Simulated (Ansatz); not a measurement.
Geometry optimisation, Ansatz, UKS B3LYP-D4/def2-SVP.

Input file:

```yaml
crystal:
  periodic: [false, false, false]
  atoms:
    - { symbol: Hf, position_ang: [0.0, 0.0, 0.0] }
    - { symbol: F, position_ang: [0.0, 0.0, 2.23] }
    - { symbol: Cl, position_ang: [2.3764, 0.0, -0.8392] }
    - { symbol: F, position_ang: [-0.9326, 1.6157, -0.6593] }
    - { symbol: Cl, position_ang: [-1.1869, -2.0563, -0.8392] }
    - { symbol: Cl, position_ang: [0.0, 0.0, 4.03] }
magnetization:
  spin_polarized: true
  initial_magnetization: 1
basis:
  gaussian: { orbitals: def2-SVP }
hamiltonian:
  xc: b3lyp
  dispersion: d4
relax:
  f_tol: 0.15
  max_steps: 25
  restrain:
    - { distance: [1, 5], at: 1.5, k: 30.0 }
    - { distance: [0, 1], at: 3.18, k: 30.0 }
output:
  orbitals: {}
```

Run as:

```bash
$ ansatz run input.yaml --threads 4 --pin off --max-ram 5120MiB --backend cpu --events-out ev --progress --plain --runs-dir out
```

Question: Where does it end, and by what steps?

Answer: It converged. The restraints hold the end off the free minimum; the threshold counts their pulls, which the force column leaves out. Restrained pairs: F2–Cl6 (1.80 → 1.60 Å), Hf1–F2 (2.23 → 3.17 Å). After 4 steps the energy has risen by 1.348 eV (the restraints' own energy left out); Hf1 moved furthest, 0.62 Å. The start is strongly strained (largest force component 9 eV/Å), so its close contacts needn't be bonds.

| step | energy less start (eV) | largest force component (eV/Å) | accepted |
| --- | --- | --- | --- |
| 0 | 0.0000 | 8.888 | yes |
| 1 | 0.7701 | 5.907 | yes |
| 2 | 1.4306 | 5.022 | yes |
| 3 | 1.3582 | 3.036 | yes |
| 4 | 1.3480 | 3.180 | yes |

```xyz
6
Properties=species:S:1:pos:R:3
Hf 0.016 -0.028 -0.618
F 0.008 -0.013 2.555
Cl 2.364 0.014 -0.772
F -0.938 1.627 -0.625
Cl -1.193 -2.040 -0.772
Cl 0.000 -0.001 4.153
```

Run time: 26 s on 4 threads of Arm Neoverse V1, on a shared host, peak memory 0.44 GiB.
